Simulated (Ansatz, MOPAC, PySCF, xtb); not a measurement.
Complex: SiH4 (SMILES [SiH4]) (first 5 atoms) with CH2F2 (SMILES FCF); geometry from B3LYP-D3(BJ)/def2-TZVP, rigid monomers moved along the line of their centres of mass till Si1···F6 is 2.99 Å.
(charge 0, multiplicity 1):
```xyz
10

Si    -0.088     0.056     0.074
H      0.204    -1.174     0.846
H     -1.313     0.695     0.601
H     -0.295    -0.314    -1.346
H      1.057     0.986     0.175
F      0.449     0.631     2.962
C      0.021    -0.489     3.613
F     -1.335    -0.548     3.521
H      0.299    -0.405     4.665
H      0.446    -1.363     3.118
```

Monomers are frozen at their geometry in the pair; levels with a basis set take the counterpoise correction. Rows marked so take none.

Rows in 6-31G* carry no dispersion term and start afresh at each structure (6-31G* with six Cartesian d functions). The state reached by PM3 isn't checked.

Programs: Ansatz (Gaussian basis) for Hartree–Fock, density functionals and correlated methods; MOPAC for PM3 (differences of heats of formation); PySCF for 6-31G* rows; xtb for the GFN methods. Each number belongs to the level named beside it.

Question: One of these levels gives 59.8 meV for the interaction energy. Which?
A. HF/6-31G* (no counterpoise)
B. B3LYP/def2-TZVPPD
C. GFN2-xTB
D. PM3

Answer: B, B3LYP/def2-TZVPPD. The others give 142.0 (PM3), -12.0 (GFN2-xTB), 10.7 (HF/6-31G* (no counterpoise))

Ansatz is an electronic-structure program.
